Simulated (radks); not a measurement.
All-electron atom: Tb31+ in [Ar] 3d10 4s2 4p4.

Method: scalar-relativistic Kohn-Sham, PBEsol, spin-polarised, spherical densities, finite nucleus; open shells are filled with parallel spins first (spin-orbit coupling, left out, can overturn this in heavy ions); Fermi nuclear charge, rms radius 5.06 fm; computed with a radial shooting solver on a logarithmic mesh with Libxc functionals.

Energy parts (hartree):
total: -11194.5120
kinetic: 12084.5506
electron-nucleus: -25804.2256
Hartree: 2733.4741
exchange-correlation: -208.3111

Orbitals (lengths in bohr, moments of r in powers of bohr):
orbital  occ.  eigenvalue (hartree)      <r^2>
1s up       1             -1947.944  0.0006320
1s down     1             -1947.887  0.0006320
2s up       1             -358.6523   0.009872
2s down     1             -358.6193   0.009871
2p up       3             -323.6346   0.007967
2p down     3             -323.5849   0.007967
3s up       1             -111.1003    0.06396
3s down     1             -111.0481    0.06391
3p up       3             -100.2810    0.06372
3p down     3             -100.2220    0.06366
3d up       5             -86.46038    0.05269
3d down     5             -86.40442    0.05263
4s up       1             -50.06991     0.2653
4s down     1             -49.80368     0.2654
4p up       3             -46.05725     0.2807
4p down     1             -45.79297     0.2810

The highest occupied level is 4p down at -1246.1 eV. Summed over all electrons, <r^2> = 2.759 bohr^2, which gives a Langevin (diamagnetic) susceptibility term of -2.19 x 10^-6 cm^3/mol. The spin density at the nucleus is -12.24 e/bohr^3 (1s -11.40, 2s 2.31, 3s 0.25, 4s -3.40). The density falls to 0.001 e/bohr^3 at r = 1.21 bohr. For comparison, the ionisation energy in NIST's Atomic Spectra Database is 1256 eV (theoretical). In exact Kohn-Sham theory the highest level is minus the ionisation energy, but local and semilocal functionals leave it too shallow, through self-interaction and a potential that decays too fast; potentials with the right tail come closer.
